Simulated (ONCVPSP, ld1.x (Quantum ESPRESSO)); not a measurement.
Potentials for vanadium compared

Generated with ld1.x 7.5 (TM, RRKJ, ultrasoft, PAW), atompaw 4.2 or ONCVPSP 4.0.1. The cutoff is in Ry: for ld1.x and atompaw files where the sum of valence levels is converged to 10 mRy in a Bessel basis, for ONCV files where the hardest occupied wave has 1 mHa per electron of residual kinetic energy. The error is the largest all-electron minus pseudo excitation energy over each file’s own four to seven test configurations (ionisations up to +4, promotions, holes and added fractions of an electron), all of which were solved. The labels leave out finer settings (local radius, basis sizes, second energies), which also bear on the numbers. Spin-polarised tests are not counted. The rows are a selection from randomly drawn settings: files with unsolved tests, undetermined cutoffs or missed reference levels are left out.

A true bound ghost makes a file unfit for plane-wave use even where its test errors are small: the radial tests pick states by their node count and pass the ghost by.

```tsv
potential	cutoff (Ry)	largest error (meV)	bound ghosts
ONCV, LDA (Perdew-Zunger), fully relativistic, rc 1.90/1.00/1.00/1.85 (spdf), local d, core correction yes, reference 3s2 3p6 3d3 4s1, qcut 7.6/7/18.1/6.7, projectors 2/2/0/2	198	+0.4	f7/2, f5/2
ONCV, PBE, scalar-relativistic, rc 1.85/1.50/1.35 (spd), local smoothed, core correction yes, reference 3s2 3p6 3d3.5 4s1.5, qcut 7.6/7.8/10.1, projectors 2/1/2	85	+35	none
ONCV, PBE, scalar-relativistic, rc 1.55/1.65/1.40/1.45 (spdf), local smoothed, core correction yes, reference 3s2 3p6 3d3 4s1 4p1, qcut 7.7/10.6/10.9/6.6, projectors 2/2/2/3	87	-168	none
ONCV, Wu-Cohen, scalar-relativistic, rc 2.65/1.60/1.30 (spd), local smoothed, core correction yes, reference 3p6 3d3 4s2, qcut 1.9/8.3/10, projectors 2/3/2	84	+83	s
```

(1) Fill in the row for V: ONCV, PBE, scalar-relativistic, rc 1.65/1.00/2.30 (spd), local smoothed, core correction yes, reference 3s2 3p6 3d3 4s2, qcut 9.2/7.8/8.1, projectors 2/1/2.

(2) Fill in the row for V: RRKJ, LDA (PZ), scalar-relativistic, rc 2.50/2.45/2.15 (spd), local s, core correction no, reference 3d3 4s2 4p0.

Results:

(1) cutoff 55 Ry, largest error -197 meV, bound ghosts: none.

(2) cutoff 35 Ry, largest error +178 meV, bound ghosts: none.
